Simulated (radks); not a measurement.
Q: Coherent X-ray form factor from a spherical all-electron density. Calculated with a radial shooting solver on a logarithmic mesh with Libxc functionals: Dirac Kohn-Sham, BP86, spin-unpolarised, spherical densities, finite nucleus; Fermi nuclear charge, rms radius of each element as measured or else 0.836 A^(1/3) + 0.57 fm.

| sin(theta)/lambda (1/angstrom) | f0 (electrons) |
|---|---|
| 0.05 | 40.438 |
| 0.1 | 38.881 |
| 0.15 | 36.655 |
| 0.2 | 34.123 |
| 0.25 | 31.579 |
| 0.3 | 29.203 |
| 0.4 | 25.232 |
| 0.5 | 22.263 |
| 0.6 | 19.998 |
| 0.8 | 16.473 |
| 1 | 13.470 |
| 1.25 | 10.364 |
| 1.5 | 8.177 |
| 2 | 5.961 |

The species is in the configuration that NIST lists as its ground one. Which atom or ion scatters so?

A: The technetium ion Tc2+, [Kr] 4d5. Extrapolating in s^2 from the first two rows gives f0(0) = 41.0, near the electron count 41; among species with that count, the fall with angle is slower the higher Z, and the table is that of Z = 43; from so few rows the species is fixed only to a neighbour or two.
